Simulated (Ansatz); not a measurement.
```json
{"atom": "C", "x (Å)": "0.0000", "y (Å)": "0.0000", "z (Å)": "0.5904"}
{"atom": "C", "x (Å)": "0.0000", "y (Å)": "0.0000", "z (Å)": "-0.5904"}
```

Basis set: STO-3G (spherical functions). Left uncorrelated: 2 orbitals. Charge 0, multiplicity 1.

Computed with Ansatz (development build ahead of 0.2.0); the reference of a correlated method needn't be the lowest determinant of its kind.

Task: Give the atomization energy at this shape (free ground-state atoms in the same class of orbitals less the molecule, no zero-point energy) of singlet C2 by UHF-CCSD(T), UHF-CCSD.

Result:

```csv
method,atomization energy
UHF-CCSD(T),143.37 kcal/mol
UHF-CCSD,142.55 kcal/mol
```

Caution: the reference determinant was not shown to be the lowest; the shape is not the minimum; the unrestricted determinant is a mixture of spin states.

This basis has no polarisation functions and is too small for such energies, which can lie far from measured ones in either direction.
